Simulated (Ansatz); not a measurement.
Reactions of C$_{2}$H$_{5}$ClOSi (`OC([SiH3])=CCl`).

Computed with Ansatz on PBE0-D4/def2-TZVP structures; ΔE is electronic, products minus reactants. CCSD(T)/CBS adds triple-zeta CCSD(T) − MP2 to the extrapolated MP2 energy (def2 sets, frozen cores). This one scheme is used for every species. Double bonds are as drawn, so ΔE can hold a change between cis and trans. For Ge outer-core shells are correlated without core-valence functions, which leaves a few kJ/mol of doubt a bond. Scalar relativity is left out up to krypton. Each species was taken in one conformer, which may not be the lowest.

(1) Order these by ΔE at CCSD(T)/CBS, lowest first. (Best estimate.)
A. `O/C([SiH3])=C\Cl` → `Cl[SiH]1CCO1`
B. `O/C([SiH3])=C\Cl` + SiH₄ → `O/C([SiH3])=C/[SiH3]` + HCl
C. `O/C([SiH3])=C\Cl` → `O[SiH2]/C=C/Cl`
D. `O/C([SiH3])=C\Cl` + `[OH][Ge][Cl]` → `[SiH3][O][Ge][Cl]` + `O/C=C\Cl`
E. `O/C([SiH3])=C\Cl` + H₂ → `O/C=C\Cl` + SiH₄
F. `O/C([SiH3])=C\Cl` → `O/C=C\Cl` + `[SiH2]`
G. `O/C([SiH3])=C\Cl` + `N[SiH](N)O` → `N[SiH](N)O[SiH3]` + `O/C=C\Cl`
H. `O/C([SiH3])=C\Cl` + H₂O → `OC(O)=CCl` + SiH₄

Largest T1 diagnostic: 0.014, for `[SiH2]`.

Results:

(1) A (-2.83 eV), C (-1.59 eV), G (-1.09 eV), D (-1.00 eV), B (-0.48 eV), E (-0.21 eV), H (+0.57 eV), F (+2.44 eV).
